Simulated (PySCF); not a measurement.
Delta-SCF ions had no search for a lower state. Excitations are Tamm–Dancoff values on a coarser integration grid. The basis has no diffuse functions, so Rydberg states are missing or too high.

# C3H5N, SMILES `N(C)C#C` (charge 0, multiplicity 1)

Method: PySCF 2.14.0 with PBE-D3(BJ)/def2-TZVP // B3LYP-D3(BJ)/def2-TZVP.

The HOMO is -5.01 eV. The dipole moment comes out as 0.398 e·Å, the HOMO–LUMO gap is 4.95 eV and the LUMO comes out as -0.05 eV. The S1 excitation (TDA) is 5.00 eV, the S1 oscillator strength is 0.002 and the T1 excitation (TDA) is 4.74 eV. The S1–T1 gap (TDA) comes out as 0.26 eV. The vertical ionisation energy (Delta-SCF) comes out as 8.37 eV and the total energy is -4675.94 eV. The cost comes out as roughly 60 core-seconds.

```xyz
9

C      2.1998     0.2182     0.0332
C      1.0853    -0.2338    -0.0102
N     -0.1637    -0.7125    -0.1116
C     -1.2739     0.2389    -0.0889
H      3.1877     0.6027     0.0638
H     -0.3288    -1.5588     0.4133
H     -2.2007    -0.2997    -0.2828
H     -1.1278     0.9710    -0.8819
H     -1.3589     0.7705     0.8650
```
